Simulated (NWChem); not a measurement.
Species: CaCl cation; SMILES [Ca+][Cl]

```xyz
2

Ca     0.0000     0.0000    -1.0670
Cl     0.0000     0.0000     1.2545
```
Atoms are numbered in this order, from 1.

All runs: NWChem. Pople sets run with spherical d functions. Structure relaxed at the PBE0/def2-SVP level. Static field.

| level | isotropic polarisability (bohr³) | anisotropy (bohr³) |
|---|---|---|
| PBE/6-31+G* | 29.7 | 28.3 |
| B3LYP/6-31+G* | … | … |
| LDA (Slater exchange, VWN5)/6-31+G* | 29.6 | 27.8 |
| BHandHLYP/6-31+G* | 23.1 | 17.8 |

Problem. Some entries are withheld; supply them.

Solution. 
- B3LYP/6-31+G*, isotropic polarisability (bohr³): 27.1
- B3LYP/6-31+G*, anisotropy (bohr³): 24.1
